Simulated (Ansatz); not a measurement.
C$_{2}$H$_{7}$NSi, SMILES `C[SiH2]C=N` at its PBE0-D4/def2-TZVP geometry, where that method's forces vanish. Charge 0, multiplicity 1.

| atom | x (Å) | y (Å) | z (Å) |
| --- | --- | --- | --- |
| C1 | 0.593 | 1.442 | 0.625 |
| Si2 | 0.506 | -0.394 | 0.286 |
| C3 | -1.184 | -0.878 | -0.415 |
| N4 | -1.401 | -1.418 | -1.544 |
| H5 | 1.570 | 1.713 | 1.033 |
| H6 | 0.433 | 2.015 | -0.290 |
| H7 | -0.168 | 1.738 | 1.351 |
| H8 | 0.745 | -1.155 | 1.545 |
| H9 | 1.510 | -0.810 | -0.733 |
| H10 | -2.080 | -0.675 | 0.189 |
| H11 | -0.523 | -1.578 | -2.047 |

(1) For each bond, give half the difference of the two atoms' forces along it (eV/Å; positive pushes the atoms apart) under PBE-D4, r2SCAN-D4, B3LYP-D4, ωB97M-V in def2-TZVPP. (An estimate is asked.)

Answers

(1) Computed: 
```json
{"bond": "C1–Si2", "length (Å)": "1.869", "PBE-D4": "0.00", "r2SCAN-D4": "0.01", "B3LYP-D4": "0.12", "ωB97M-V": "0.05"}
{"bond": "C1–H5", "length (Å)": "1.092", "PBE-D4": "0.10", "r2SCAN-D4": "-0.02", "B3LYP-D4": "-0.04", "ωB97M-V": "-0.04"}
{"bond": "C1–H6", "length (Å)": "1.092", "PBE-D4": "0.11", "r2SCAN-D4": "-0.01", "B3LYP-D4": "-0.04", "ωB97M-V": "-0.04"}
{"bond": "C1–H7", "length (Å)": "1.093", "PBE-D4": "0.11", "r2SCAN-D4": "-0.01", "B3LYP-D4": "-0.04", "ωB97M-V": "-0.04"}
{"bond": "Si2–C3", "length (Å)": "1.892", "PBE-D4": "-0.21", "r2SCAN-D4": "-0.11", "B3LYP-D4": "0.03", "ωB97M-V": "0.03"}
{"bond": "Si2–H8", "length (Å)": "1.490", "PBE-D4": "0.07", "r2SCAN-D4": "-0.02", "B3LYP-D4": "-0.10", "ωB97M-V": "-0.13"}
{"bond": "Si2–H9", "length (Å)": "1.490", "PBE-D4": "0.08", "r2SCAN-D4": "-0.02", "B3LYP-D4": "-0.10", "ωB97M-V": "-0.13"}
{"bond": "C3–N4", "length (Å)": "1.270", "PBE-D4": "0.65", "r2SCAN-D4": "0.34", "B3LYP-D4": "0.18", "ωB97M-V": "0.11"}
{"bond": "C3–H10", "length (Å)": "1.099", "PBE-D4": "0.04", "r2SCAN-D4": "-0.02", "B3LYP-D4": "-0.11", "ωB97M-V": "-0.10"}
{"bond": "N4–H11", "length (Å)": "1.024", "PBE-D4": "0.23", "r2SCAN-D4": "0.01", "B3LYP-D4": "-0.05", "ωB97M-V": "-0.07"}
```

B3LYP here is the variant with VWN-RPA as its local correlation; programs differ in this.
